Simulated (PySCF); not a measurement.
WO₂Cl, SMILES [O]=[W](=[O])[Cl] (connectivity only; charge and spin as stated), neutral, multiplicity 2. Geometry: B3LYP-D3(BJ)/def2-SVP. The spin state was assumed, not searched. The isomer is the one that the SMILES or the coordinates give; other isomers of the formula were not compared. The def2 effective core potentials stand for the cores of W; spin–orbit coupling is left out.

These are B3LYP-D3(BJ)/def2-SVP run with PySCF 2.14.0 values and carry that method's errors.

Harmonic wavenumbers (cm⁻¹): 81, 152, 310, 418, 986, 1030. Rotational constants (GHz): 7.575, 2.446, 1.896; symmetry number 1.

### Question
Work out the zero-point energy and the ideal-gas rigid-rotor harmonic-oscillator thermochemistry at 298.15 K and 1 atm.

### Answer
ZPE = ½ Σ hcν = ½ × 2977 cm⁻¹ = 4.26 kcal/mol. H − E(el) = 8.00 kcal/mol. Entropy in cal/(mol K): translation 42.46, rotation 26.62, vibration 8.96, spin 1.38, total 79.42. G − E(el) = -15.68 kcal/mol. Cp = 15.63 cal/(mol K). Modes under 150 cm⁻¹ make the vibrational entropy uncertain.
